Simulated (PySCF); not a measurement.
**Partial charges of `CC#C[PH+]1CCC(=O)CC1`**

Species: C8H12OP (charge +1).
Geometry (GFN2-xTB, Å), atoms numbered from 1 in this order:
```
atom  x, y, z in Å
C1     3.5485    0.3012   -1.6363
C2     2.4854    0.0797   -0.7135
C3     1.5802   -0.1081    0.0687
P4     0.2953   -0.3780    1.1914
C5    -0.8552   -1.6461    0.5896
C6    -1.6311   -1.0777   -0.6070
C7    -2.3915    0.1882   -0.2279
O8    -3.5847    0.2429   -0.2041
C9    -1.5037    1.3750    0.1297
C10   -0.7110    1.1151    1.4185
H11    4.1076   -0.6221   -1.7870
H12    4.2238    1.0637   -1.2484
H13    3.1489    0.6349   -2.5938
H14    0.8441   -0.7684    2.3966
H15   -0.3074   -2.5478    0.3017
H16   -1.5410   -1.9039    1.4034
H17   -2.3507   -1.8203   -0.9562
H18   -0.9446   -0.8493   -1.4270
H19   -0.8199    1.5715   -0.7006
H20   -2.1396    2.2512    0.2679
H21   -1.3921    0.9479    2.2594
H22   -0.0717    1.9697    1.6575
```

Density: PBE0/pcSseg-1 (PySCF); schemes: Mulliken, IAO, Hirshfeld and ESP-fitted. Geometry: GFN2-xTB, one conformer, isolated ion. GFN2-xTB frequencies show an imaginary mode (25i cm⁻¹), so this geometry is no minimum at that level.

Atoms with like bonding are taken together and averaged. Which atoms carry the highest charge in the Mulliken, IAO, Hirshfeld and ESP-fitted schemes?

The schemes don't all agree: Mulliken P4 (+0.585); IAO P4 (+1.106); Hirshfeld P4 (+0.481); ESP-fitted C7 (+0.455).

For which atoms does the sign change between the 4 schemes (beyond +0.03 e in one, beyond −0.03 e in another)?

C2.

Do the Mulliken, IAO, Hirshfeld and ESP-fitted schemes agree on where the charge is lowest?

The schemes don't all agree: Mulliken C5/C10 (-0.395); IAO C5/C10 (-0.462); Hirshfeld O8 (-0.187); ESP-fitted C1 (-0.554).

Tabulate the Mulliken, IAO, Hirshfeld and ESP-fitted charges.

In e; atoms taken as equivalent share a row and are averaged (×n: the atom named and its like, n in all):

```json
{"atom": "C1", "environment": "propargylic carbon", "Mulliken": "-0.166", "IAO": "-0.455", "Hirshfeld": "-0.067", "ESP-fitted": "-0.554"}
{"atom": "C2", "environment": "alkyne carbon", "Mulliken": "-0.220", "IAO": "+0.149", "Hirshfeld": "+0.076", "ESP-fitted": "+0.294"}
{"atom": "C3", "environment": "alkyne carbon", "Mulliken": "-0.206", "IAO": "-0.423", "Hirshfeld": "-0.129", "ESP-fitted": "-0.357"}
{"atom": "P4", "environment": "phosphonium phosphorus", "Mulliken": "+0.585", "IAO": "+1.106", "Hirshfeld": "+0.481", "ESP-fitted": "+0.451"}
{"atom": "C5/C10", "environment": "sp3 carbon bound to phosphorus", "Mulliken": "-0.395", "IAO": "-0.462", "Hirshfeld": "-0.073", "ESP-fitted": "-0.220"}
{"atom": "C6/C9", "environment": "sp3 carbon next to a carbonyl", "Mulliken": "-0.221", "IAO": "-0.322", "Hirshfeld": "-0.065", "ESP-fitted": "-0.057"}
{"atom": "C7", "environment": "ketone carbonyl carbon", "Mulliken": "+0.196", "IAO": "+0.378", "Hirshfeld": "+0.174", "ESP-fitted": "+0.455"}
{"atom": "O8", "environment": "ketone oxygen", "Mulliken": "-0.282", "IAO": "-0.346", "Hirshfeld": "-0.187", "ESP-fitted": "-0.420"}
{"atom": "H11/H12/H13", "environment": "methyl hydrogen", "Mulliken": "+0.193", "IAO": "+0.210", "Hirshfeld": "+0.093", "ESP-fitted": "+0.230"}
{"atom": "H14", "environment": "P–H hydrogen", "Mulliken": "+0.176", "IAO": "+0.038", "Hirshfeld": "+0.064", "ESP-fitted": "+0.116"}
{"atom": "H15/H22", "environment": "methylene hydrogen", "Mulliken": "+0.216", "IAO": "+0.197", "Hirshfeld": "+0.082", "ESP-fitted": "+0.147"}
{"atom": "H16/H21", "environment": "methylene hydrogen", "Mulliken": "+0.208", "IAO": "+0.189", "Hirshfeld": "+0.080", "ESP-fitted": "+0.142"}
{"atom": "H17/H20", "environment": "methylene hydrogen", "Mulliken": "+0.188", "IAO": "+0.194", "Hirshfeld": "+0.075", "ESP-fitted": "+0.092"}
{"atom": "H18/H19", "environment": "methylene hydrogen", "Mulliken": "+0.173", "IAO": "+0.165", "Hirshfeld": "+0.056", "ESP-fitted": "+0.056"}
```

Mean size of the charges over all atoms: IAO 0.299 e, Mulliken 0.237 e, ESP-fitted 0.217 e, Hirshfeld 0.105 e. Each set sums to the total charge, 1, to within 0.001 e. The IAO scheme projects the occupied orbitals on a minimal set of polarised atomic orbitals and counts the electrons in each atom's part of it.

Sum the charges by element, for elements with more than one atom.

| element | atoms | Mulliken | IAO | Hirshfeld | ESP-fitted |
| --- | --- | --- | --- | --- | --- |
| C | 8 | -1.629 | -1.919 | -0.222 | -0.715 |
| H | 12 | +2.326 | +2.159 | +0.928 | +1.685 |

How closely do the schemes follow one another over all atoms?

Correlation coefficient and root-mean-square difference: IAO with Hirshfeld 0.96, 0.241 e; Mulliken with IAO 0.91, 0.169 e; IAO with ESP-fitted 0.87, 0.190 e; Mulliken with Hirshfeld 0.85, 0.157 e; Hirshfeld with ESP-fitted 0.84, 0.164 e; Mulliken with ESP-fitted 0.74, 0.182 e.

How many electrons does the Mulliken scheme count on C6?

Its own charge is -0.221 e, so Z − q = 6.221.
